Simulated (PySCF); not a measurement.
Radial density of Cr⁺ (chromium, charge +1)

UHF, [Ar] 3d4 4s1, 4s spin antiparallel (an excited configuration). Computed with PySCF 2.14 in def2-QZVPPD (11s6p5d3f2g, 93 functions), with no relativity, point nucleus.

| r (bohr) | 4πr²ρ (e/bohr) | 4πr²(ρα − ρβ) |
| --- | --- | --- |
| 0.00113 | 0.1416 | -0.0001 |
| 0.00190 | 0.3861 | -0.0002 |
| 0.00320 | 1.027 | -0.0005 |
| 0.00538 | 2.616 | -0.0013 |
| 0.00905 | 6.208 | -0.0030 |
| 0.0152 | 13.08 | -0.0062 |
| 0.0256 | 22.63 | -0.0097 |
| 0.0430 | 28.57 | -0.0081 |
| 0.0724 | 24.34 | 0.0042 |
| 0.122 | 23.25 | 0.0221 |
| 0.205 | 31.39 | 0.1660 |
| 0.345 | 17.87 | 0.9730 |
| 0.580 | 11.05 | 2.5790 |
| 0.975 | 11.66 | 3.0720 |
| 1.64 | 2.992 | 1.2402 |
| 2.76 | 0.6071 | -0.2024 |
| 4.64 | 0.1271 | -0.1182 |
| 7.80 | 0.002299 | -0.0023 |

With the s spin flipped the determinant is a mixture of two multiplicities, not a spectroscopic state.
